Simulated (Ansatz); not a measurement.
# A geometry optimisation of BFOZn with B3LYP-D3(BJ)/def2-SVP

The starting geometry of this gas-phase singlet was optimised with GFN2-xTB.

```xyz
4

B    -0.0005   -0.3743   -0.0252
F     0.3686    0.3511   -1.0603
O    -0.0762   -1.3896    0.6227
Zn   -1.0431    1.2407    1.0531
```

Problem. Where would you expect an optimisation with B3LYP-D3(BJ)/def2-SVP to take it?

Solution. It loosens into BFO + Zn, which stay close as a complex. Contacts that open: B1–Zn4 (2.20 → 3.14 Å).

The energy falls by 0.33 eV over 10 steps:

```json
{"step": "1", "E − E(last) (eV)": "0.328"}
{"step": "2", "E − E(last) (eV)": "0.200"}
{"step": "3", "E − E(last) (eV)": "0.140"}
{"step": "4", "E − E(last) (eV)": "0.088"}
{"step": "5", "E − E(last) (eV)": "0.019"}
{"step": "6", "E − E(last) (eV)": "0.001"}
{"step": "7", "E − E(last) (eV)": "0.000"}
{"step": "8", "E − E(last) (eV)": "0.000"}
{"step": "9", "E − E(last) (eV)": "0.000"}
{"step": "10", "E − E(last) (eV)": "0.000"}
```

Final geometry (Å):

```yaml
atoms:
  - { symbol: B, position_ang: [0.1843, -0.5889, -0.2405] }
  - { symbol: F, position_ang: [0.4769, 0.2364, -1.1843] }
  - { symbol: O, position_ang: [-0.0533, -1.4173, 0.6065] }
  - { symbol: Zn, position_ang: [-1.3592, 1.5976, 1.4087] }
```

The end wasn't checked by frequencies. Run with Ansatz 0.2.0, 11 s on 1 thread of Intel(R) Xeon(R) 6975P-C (Granite Rapids) (shared host).
